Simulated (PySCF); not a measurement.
C2H6N2Si2, SMILES C1=NC=N[SiH2][SiH2]1.

Geometry optimised at r2SCAN-D4/def2-SVP. The structure was generated by enumeration, and PubChem lists no compound with its InChIKey, so it may never have been made.

Two levels are set side by side: PBE/def2-TZVP (PySCF) and r2SCAN/def2-TZVP (PySCF). Same geometry, gas phase. Differences are taken from unrounded values.

```json
[
 {"quantity": "orbital gap (eV)", "r2SCAN": "2.48"},
 {"quantity": "highest occupied level (eV)", "r2SCAN": "-5.70"},
 {"quantity": "lowest empty level (eV)", "r2SCAN": "-3.22"},
 {"quantity": "dipole moment (D)", "r2SCAN": "1.78"},
 {"quantity": "mean polarisability (bohr³)", "r2SCAN": "91.2"}
]
```

Task: What does PBE give, and how far is it from r2SCAN? (An estimate is asked for; the answer gives what the named calculation found.)

Result: 
```tsv
quantity	PBE	PBE minus r2SCAN
orbital gap (eV)	2.15	-0.33
highest occupied level (eV)	-5.48	0.21
lowest empty level (eV)	-3.33	-0.11
dipole moment (D)	1.67	-0.11
mean polarisability (bohr³)	93.7	2.5
```

Rough cost on one machine, each run with all the roots and properties that it gave: r2SCAN against PBE about 4 times.
